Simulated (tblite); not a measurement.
A tight-binding relaxation on `[CH2]1C=C[CH2][Ge]1([S]C)[F]`.

Computed with GFN2-xTB geometry optimisation, gas phase (tblite 0.8.0). Start geometry: from a force field or distance geometry. A driver script takes a list of jobs; this job's settings line and coordinates (Å) are shown.

Command:
```bash
OMP_NUM_THREADS=1 python probes_run.py task.json out
```

Input:
```
{"job": {"kind": "relax", "xc": "GFN2-xTB", "basis": "xTB"}, "charge": 0, "multiplicity": 1}
C      3.051700    -0.096500     0.114100
S      1.902000     0.996400     1.020000
Ge     0.202900     0.582200    -0.327700
F      0.535200     0.994900    -2.014400
C     -0.494600    -1.203700    -0.120500
C     -1.890100    -1.012000     0.388200
C     -2.337700     0.238000     0.591600
C     -1.431500     1.398100     0.301000
H      2.666600    -1.139000     0.118200
H      4.032000    -0.076400     0.613200
H      3.152800     0.262900    -0.931100
H     -0.518200    -1.724100    -1.106700
H      0.110600    -1.768600     0.615200
H     -2.512000    -1.870300     0.596100
H     -3.345800     0.411200     0.973400
H     -1.250800     1.983000     1.230400
H     -1.880100     2.035900    -0.491100
```

Output:
```
step      E/eV     max force
  0    -686.27479    1.795
  1    -686.38750    1.047
  2    -686.43405    0.615
  3    -686.46107    0.465
  4    -686.50055    0.358
  5    -686.51757    0.344
  6    -686.53781    0.308
  7    -686.54690    0.252
  8    -686.55355    0.174
  9    -686.55869    0.203
... (73 lines left out)
 83    -686.62699    0.019
 84    -686.62706    0.014
 85    -686.62708    0.011
 86    -686.62710    0.012
 87    -686.62713    0.012
 88    -686.62718    0.015
 89    -686.62723    0.016
 90    -686.62727    0.015
 91    -686.62729    0.010
 92    -686.62731    0.009
```

«max force» is the largest atomic force in eV/Å.

Task: From which step on does the largest force stay under 0.1 eV/Å, and how much energy is left to gain from there?

Result: From step 58 (0.051 eV/Å), 3.9 meV above the end.

In short: energy lowered by 8.1 kcal/mol over 92 steps; largest atomic force 0.009 eV/Å at the end.

Task: Give the final coordinates.

Result: 0.340 Å rms from the input after alignment:
```
atom  x, y, z in Å
C1     3.3466    0.0464    0.0329
S2     2.1004    0.8061    1.1313
Ge3    0.2300    0.4081   -0.0469
F4     0.7292    0.7254   -1.7601
C5    -0.7304   -1.3671   -0.1007
C6    -2.0949   -0.9822    0.3743
C7    -2.4351    0.2840    0.5702
C8    -1.4743    1.4049    0.3313
H9     3.2982   -1.0351    0.1112
H10    4.3095    0.4028    0.3827
H11    3.1790    0.3681   -0.9897
H12   -0.7611   -1.7412   -1.1236
H13   -0.2982   -2.1427    0.5297
H14   -2.7972   -1.7835    0.5580
H15   -3.4236    0.5498    0.9184
H16   -1.4216    2.0732    1.1893
H17   -1.7635    1.9949   -0.5384
```

The run took 0.76 s wall on one thread of an Arm Neoverse V1, no GPU, on a shared host.
Labels such as C1 count atoms from 1, the log's own numbers from 0.
